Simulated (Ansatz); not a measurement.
Gas-phase electronic energies from Ansatz, PBE0-D4/def2-TZVP geometries. CBS: MP2 limit from def2 TZ/QZ plus the TZ coupled-cluster correction, frozen cores. This one scheme is used for every species. DFT in def2-TZVPP. B3LYP here is the variant with VWN-RPA as its local correlation; programs differ in this. HSE06 is defined as in plane-wave codes. One conformer a species, not always the lowest.

Reaction (hydrogenolysis of a B–Cl bond): `FB(S)Cl` + H₂ → `FBS` + HCl

```
             level  ΔE (kJ/mol)  difference from CCSD(T)/CBS
       LDA (SPW92)         68.0                          8.8
            PBE-D4         66.8                          7.6
         revPBE-D4         70.6                         11.4
           BLYP-D4         64.6                          5.4
         r2SCAN-D4         69.1                          9.9
            B97M-V         66.5                          7.3
          B3LYP-D4         61.0                          1.8
        r2SCAN0-D4         65.1                          5.9
          HSE06-D4         62.9                          3.7
          BHLYP-D4         57.0                         -2.2
      CAM-B3LYP-D4         57.2                         -2.0
           ωB97X-V         59.9                          0.7
           ωB97M-V         62.1                          2.9
            B2PLYP         58.0                         -1.2
          PBE-QIDH         61.7                          2.5
               PBE         62.3                          3.1
            revPBE         59.6                          0.4
              BLYP         54.9                         -4.3
            r2SCAN         68.1                          8.9
              PBE0         59.1                         -0.1
             B3LYP         53.6                         -5.6
           r2SCANh         66.4                          7.2
           r2SCAN0         63.9                          4.7
             HSE06         59.3                          0.1
             BHLYP         50.6                         -8.6
         CAM-B3LYP         53.2                         -6.0
           LC-ωPBE         56.5                         -2.7
       HF/def2-SVP         47.1                        -12.1
      MP2/def2-SVP         72.8                         13.6
     CCSD/def2-SVP         60.8                          1.6
  CCSD(T)/def2-SVP         64.4                          5.2
     HF/def2-TZVPP         41.4                        -17.8
SCS-MP2/def2-TZVPP         59.7                          0.5
   CCSD/def2-TZVPP         52.9                         -6.3
CCSD(T)/def2-TZVPP         57.8                         -1.4
    MP2/def2-QZVPP         67.2                          8.0
SCS-MP2/def2-QZVPP         60.2                          1.0
      HF/CBS(def2)         40.6                        -18.6
     MP2/CBS(def2)         68.1                          8.9
    CCSD/CBS(def2)         54.3                         -4.9
       CCSD(T)/CBS         59.2                            0
```

Largest T1 diagnostic among the species: 0.014.

At CCSD(T), def2-SVP lies +5.2 kJ/mol from the extrapolated value and def2-TZVPP −1.4 kJ/mol. Leaving LDA and LC-ωPBE aside and taking each functional with its dispersion term where it has one, the values spread over 13.7 kJ/mol, from BHLYP-D4 to revPBE-D4. LDA lies +5.6 kJ/mol from PBE without D4.
